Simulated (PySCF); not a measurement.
TPSS on K⁻ (potassium, charge -1), [Ar] 4s2, closed-shell 1S. Calculation: PySCF 2.14, in x2c-TZVPPall with one added diffuse shell each of s, p, d type (7s5p4d, 42 functions); scalar relativity by spin-free X2C-1e.

```
cycle= 1 E= -602.250613359497  delta_E= -0.00296  |g|= 0.0168  |ddm|= 0.512
cycle= 2 E= -602.250797006676  delta_E= -0.000184  |g|= 0.0137  |ddm|= 0.129
cycle= 3 E= -602.250944014168  delta_E= -0.000147  |g|= 0.000546  |ddm|= 0.0603
cycle= 4 E= -602.250944983068  delta_E= -9.69e-07  |g|= 8.25e-05  |ddm|= 0.0163
cycle= 5 E= -602.250945028263  delta_E= -4.52e-08  |g|= 2.91e-05  |ddm|= 0.00238
cycle= 6 E= -602.250945030946  delta_E= -2.68e-09  |g|= 1.58e-06  |ddm|= 0.000891
cycle= 7 E= -602.250945030955  delta_E= -8.64e-12  |g|= 1.26e-08  |ddm|= 2.1e-05
converged SCF energy = -602.250945030955  <S^2> = -1.0658141e-14  2S+1 = 1
```

Highest occupied orbital energy: 0.693 eV; ⟨L²⟩ = 0.00; populations by l: s 8.00, p 12.00, d 0.00.

Task: Can this result be used?

Result: With care. Self-consistency was reached. At TPSS the highest occupied level has a positive energy, so only the finite basis holds that electron; in a semilocal or global hybrid functional this comes from self-interaction and does not mean that the real anion is unbound.
